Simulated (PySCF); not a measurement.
Stepwise substitution at one centre (B CH3-OH). Isolated molecules, 0 K electronic values unless said otherwise. One relaxed conformer stands for each flexible species; it need not be the lowest. Strings in code marks are SMILES.

Computed with PBE-D3(BJ)/def2-TZVP // PBE0-D3(BJ)/def2-TZVP in PySCF. Excitations are Tamm–Dancoff values on a coarser integration grid. The basis has no diffuse functions, so Rydberg states are missing or too high.

```tsv
species	brightest of the four lowest singlets (TDA) (eV)	HOMO (eV)	HOMO–LUMO gap (eV)
0 of 3 CH3 replaced by OH	7.30	-7.10	5.95
1 of 3 CH3 replaced by OH	6.98	-6.95	6.64
2 of 3 CH3 replaced by OH (`CB(O)O` (O–B–O–H torsion 0°, O–B–O–H torsion 180°))	(withheld)	-7.48	7.33
3 of 3 CH3 replaced by OH	–	(withheld)	6.70
```

Task: Complete the blanks.

Result: 
- 2 of 3 CH3 replaced by OH (`CB(O)O` (O–B–O–H torsion 0°, O–B–O–H torsion 180°)), brightest of the four lowest singlets (TDA) (eV): 7.69
- 3 of 3 CH3 replaced by OH, HOMO (eV): -7.42
